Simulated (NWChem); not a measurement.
Molecule: boron trifluoride (BF$_{3}$); SMILES FB(F)F

```xyz
4

F      1.2547    -0.3780     0.0000
B      0.0000     0.0000     0.0000
F     -0.9547    -0.8976     0.0000
F     -0.3000     1.2756     0.0000
```
Atoms are numbered in this order, from 1.

Results from NWChem. Coordinates come from a PBE0/def2-SVP optimisation. Not confirmed as a minimum by frequencies. GIAO values for the isolated, static molecule; σ is the absolute isotropic shielding.

For level BHandHLYP/pcSseg-1:

| Property | Result |
|---|---|
| σ B2 (ppm) | 92.5 |

### Question
What are these values for level PBE0/def2-SVP?

### Answer
| Quantity | Value |
|---|---|
| σ B2 (ppm) | 101.9 |
